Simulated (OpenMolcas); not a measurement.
## Nb III: the spin-orbit constant, worked from levels

```
Program             : OpenMolcas
Basis               : ANO-RCC-VQZP [8s7p5d3f2g1h]
Scalar Hamiltonian  : DKH2, point nucleus
Active space        : 3 electrons in 6 orbitals (4d 5s)
State averaging     : 2S+1 = 4 even, 20 roots; 2S+1 = 2 even, 70 roots kept (CI in the orbitals of an earlier block)
Spin-orbit coupling : RASSI with atomic mean-field integrals over the reference wave functions, term energies averaged over their components
```

Methods: CASSCF; MS-CASPT2, IPEA 0.25 Eh, imaginary shift 0.1 Eh (closed shells correlated: 4s 4p). Measured levels: the list in Shadmi, J. Res. Natl. Bur. Stand. 70A, 435 (1966).

**The spin-orbit constant.** For the Hund term ⁴F of d3, E(J) = (A/2) J(J+1) + constant and ζ = 2S·A = 3A. From J = 3/2 to J = 9/2 the energy changes by 10.5 A.

```
   Source  E(9/2) - E(3/2)      A    ζ
   CASSCF           1986.1  189.2  567
MS-CASPT2           1989.9  189.5  569
 measured           1939.0  184.7  554
```

All in cm-1. MS-CASPT2 is off by +2.6 % and CASSCF by +2.4 %. Both methods take the spin-orbit matrix elements from the reference wave functions, so the second can move ζ only through the term energies and any multistate remixing. Second-order mixing with other terms is absorbed into this ζ.

CASPT2 does not keep the components of a term degenerate, so their means are used; among the terms shown or strongly mixed into the levels shown the widest spread is 770 cm-1 (4d³ ⁴F, MS-CASPT2). Without dynamic correlation excited terms often stand tens of per cent too high (terms of higher spin than the ground term too low), and those without a measured partner can miss by more than the paired ones (holds for CASSCF). Computed and measured levels are paired by configuration, term and J; levels that our copy of the source lacks, or whose pairing is in doubt (as where it misses far off the trend of its configuration), stay unpaired and out of the deviations. Only configurations of the active space appear.
